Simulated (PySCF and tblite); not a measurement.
The numbers below are computed, except where a source is named.
C₇H₁₄O₂, numbered as in [CH3:1][CH:2]([CH3:3])[CH:4]1[CH2:5][O:6][CH2:7][O:8][CH2:9]1. The ensemble was built from 90 distance-geometry starts (ETKDG and KDG, MMFF94s, GFN2-xTB) and rests on GFN2-xTB geometries. Weights use B3LYP-D3(BJ)/def2-SVP energies plus GFN2-xTB zero-point and thermal terms (modes under about 100 cm⁻¹ blended into free rotors). Symmetry numbers and mirror images are counted. Conformers within 3 kcal/mol (GFN2-xTB free energy) were kept, 8 at most. GIAO shieldings: mPW1PW91/pcSseg-1. Shifts are against TMS (¹H), TMS (¹³C) at the same level. Programs: PySCF with density fitting and tblite.

Torsions listed: C1–C2–C4–C5. The 6-ring runs over atoms 4–5–6–7–8–9. Of a mirror pair one member is shown.

```json
{"conformer": "1", "shape": "6-ring chair (C2 axial); 69°", "point group": "C1", "mirror pair": "yes", "ΔE(DFT)": "0.00", "Δ(G−E) at 260 K": "0.00", "δ C2 (ppm)": "37.8"}
{"conformer": "2", "shape": "6-ring chair (all substituents equatorial); -179°", "point group": "Cs", "mirror pair": "no", "ΔE(DFT)": "0.17", "Δ(G−E) at 260 K": "-0.37", "δ C2 (ppm)": "30.9"}
{"conformer": "3", "shape": "6-ring chair (C2 axial); 166°", "point group": "C1", "mirror pair": "yes", "ΔE(DFT)": "0.17", "Δ(G−E) at 260 K": "-0.06", "δ C2 (ppm)": "27.6"}
{"conformer": "4", "shape": "6-ring chair (all substituents equatorial); 73°", "point group": "C1", "mirror pair": "yes", "ΔE(DFT)": "0.88", "Δ(G−E) at 260 K": "-0.25", "δ C2 (ppm)": "31.4"}
```

Energies in kcal/mol; the thermal term leaves out symmetry numbers and mirror images.

Problem. Work out the weights at 260 K and the ¹³C shift of C2 under fast exchange.

Solution. RT = 0.517 kcal/mol. Each conformer gets RT ln(σ/g), with σ the rotational symmetry number and g = 2 for a mirror pair: 1: σ = 1, g = 2, G = 0.00 + 0.00 − 0.36 = -0.36, 0.00 above the lowest, exp(−ΔG/RT) = 1.000; 2: σ = 1, g = 1, G = 0.17 − 0.37 + 0.00 = -0.19, 0.16 above the lowest, exp(−ΔG/RT) = 0.728; 3: σ = 1, g = 2, G = 0.17 − 0.06 − 0.36 = -0.25, 0.11 above the lowest, exp(−ΔG/RT) = 0.809; 4: σ = 1, g = 2, G = 0.88 − 0.25 − 0.36 = 0.27, 0.63 above the lowest, exp(−ΔG/RT) = 0.295. The sum is 2.832, so the weights are 35.3, 25.7, 28.6, 10.4 %. The averaged shift is 32.5 ppm. At 298.15 K it is 32.4 ppm. At 298.15 K the leading conformer alone gives 37.8 ppm and bare DFT energies give 32.6 ppm.


Conformer gaps in def2-SVP on xTB geometries can be 2 kcal/mol too large for S=O, P=O and other polar bonds.